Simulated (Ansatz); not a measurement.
One change: `[NH2][AlH][C](=O)O[SiH3]` becomes `O=C([SeH])O[SiH3]`.

Ansatz, PBE0-D4/def2-TZVP geometries, multiplicity 1. Each molecule was computed in one conformer, which needn't be the lowest.

Scalar relativity is left out up to krypton.

```
                                      property  `[NH2][AlH][C](=O)O[SiH3]`
         HOMO energy (ωB97M-V/def2-TZVPP) / eV                       -9.86
             HOMO energy (PBE/def2-TZVPP) / eV                       -6.09
            LUMO energy (PBE0/def2-TZVPP) / eV                       -1.57
size of the dipole moment (PBE/def2-TZVPP) / D                        2.73
         LUMO energy (ωB97M-V/def2-TZVPP) / eV                        0.29
          HOMO–LUMO gap (PBE0/def2-TZVPP) / eV                        5.97
```

Task: Give the same properties after the change, and the shifts. (Estimate.)

Result: The calculation gave: 
| property | `O=C([SeH])O[SiH3]` | shift |
| --- | --- | --- |
| HOMO energy (ωB97M-V/def2-TZVPP) / eV | -9.73 | 0.13 |
| HOMO energy (PBE/def2-TZVPP) / eV | -6.38 | -0.29 |
| LUMO energy (PBE0/def2-TZVPP) / eV | -0.42 | 1.15 |
| size of the dipole moment (PBE/def2-TZVPP) / D | 2.05 | -0.68 |
| LUMO energy (ωB97M-V/def2-TZVPP) / eV | 1.45 | 1.16 |
| HOMO–LUMO gap (PBE0/def2-TZVPP) / eV | 7.14 | 1.17 |

Dipoles are sizes alone; their direction can turn.

Spin–orbit coupling is left out; it splits and shifts lone-pair levels of the heavy atoms by tenths of an eV.
